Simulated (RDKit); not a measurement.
RDKit input (UFF):

```python
from rdkit import Chem
from rdkit.Chem import AllChem, rdDetermineBonds

mol = Chem.MolFromXYZFile('mol.xyz')
rdDetermineBonds.DetermineBonds(mol, charge=1)
print('SMILES', Chem.MolToSmiles(Chem.RemoveHs(mol)))
ff = AllChem.UFFGetMoleculeForceField(mol)
e0 = ff.CalcEnergy()
flag = ff.Minimize(maxIts=5000, forceTol=1e-5)
print(f'energy {e0:.4f} -> {ff.CalcEnergy():.4f} kcal/mol, converged: {flag == 0}')
print(Chem.MolToXYZBlock(mol))
```
mol.xyz:
```
4

S     -1.25753200    -0.39590900    -0.07971600
S      0.73035800    -0.20710800     0.18359400
O      1.23376500     1.09580100    -0.14400800
H     -1.43534500     0.88186900    -0.50998200
```

Output:

```
SMILES [H]/[S+]=[S+]\[O-]
energy 164.5006 -> -0.0281 kcal/mol, converged: True
4

S     -1.013481   -0.214643   -0.097075
S      0.516906   -0.215678    0.151756
O      1.324831    1.029622   -0.108369
H     -1.557009    0.775352   -0.496425
```

The dipole moment of an ion depends on the origin.

The geometry given is a B3LYP-D3(BJ)/def2-TZVP minimum.
